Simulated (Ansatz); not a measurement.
`CC(C)(C)C` and `CCNC(C)(C)C` differ in one atom or group.

Ansatz, PBE0-D4/def2-TZVP geometries, multiplicity 1. Each molecule was computed in one conformer, which needn't be the lowest.

```csv
property,`CC(C)(C)C`
HOMO energy (PBE/def2-TZVPP) / eV,-7.64
LUMO energy (ωB97M-V/def2-TZVPP) / eV,2.40
HOMO–LUMO gap (PBE0/def2-TZVPP) / eV,9.98
HOMO–LUMO gap (B3LYP/def2-TZVPP) / eV,9.46
HOMO energy (ωB97M-V/def2-TZVPP) / eV,-11.30
LUMO energy (B3LYP/def2-TZVPP) / eV,0.66
```

(1) Give the same properties after the change, and the shifts. (Estimate.)

Results:

(1) Computed: 
| property | `CCNC(C)(C)C` | shift |
| --- | --- | --- |
| HOMO energy (PBE/def2-TZVPP) / eV | -4.72 | 2.92 |
| LUMO energy (ωB97M-V/def2-TZVPP) / eV | 2.46 | 0.06 |
| HOMO–LUMO gap (PBE0/def2-TZVPP) / eV | 7.16 | -2.82 |
| HOMO–LUMO gap (B3LYP/def2-TZVPP) / eV | 6.62 | -2.84 |
| HOMO energy (ωB97M-V/def2-TZVPP) / eV | -8.49 | 2.81 |
| LUMO energy (B3LYP/def2-TZVPP) / eV | 0.72 | 0.06 |

With PBE0 the HOMO rises by 2.87 eV and the LUMO rises by 0.05 eV, so the gap narrows by about 2.82 eV. PBE moves the HOMO by 2.92 eV and ωB97M-V by 2.81 eV.

B3LYP here is the variant with VWN-RPA as its local correlation; programs differ in this.
